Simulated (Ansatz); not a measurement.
`[CH3][Sc]([CH3])[NH2]` + silanol → `[CH3][Sc]([NH2])[O][SiH3]` + CH₄  (ligand exchange at the Sc–C bond)

Calculated with Ansatz (gas phase, PBE0-D4/def2-TZVP geometries, no zero-point term in ΔE). CCSD(T)/CBS adds triple-zeta CCSD(T) − MP2 to the extrapolated MP2 energy (def2 sets, frozen cores). This one scheme is used for every species. DFT in def2-TZVPP. HSE06 is defined as in plane-wave codes. For Sc outer-core shells are correlated without core-valence functions, which leaves a few kJ/mol of doubt a bond. Scalar relativity is left out up to krypton. One conformer a species, not always the lowest.

CCSD(T)/CBS gives -2.42 eV.

(1) Another level gave -2.42 eV. Which?
A. RPA@PBE/def2-TZVPP
B. revPBE/def2-TZVPP
C. MP2/def2-TZVPP
D. HSE06-D4/def2-TZVPP

Largest T1 diagnostic among the species: 0.014.

## Answers

(1) A. RPA@PBE/def2-TZVPP -2.42, MP2/def2-TZVPP -2.49, revPBE -2.31, HSE06-D4 -2.36 eV.

From BLYP to BHLYP (50 % exact exchange), in def2-TZVPP and without D4, ΔE moves by −0.06 eV. At CCSD(T), def2-SVP lies −0.33 eV from the extrapolated value and def2-TZVPP −0.04 eV.
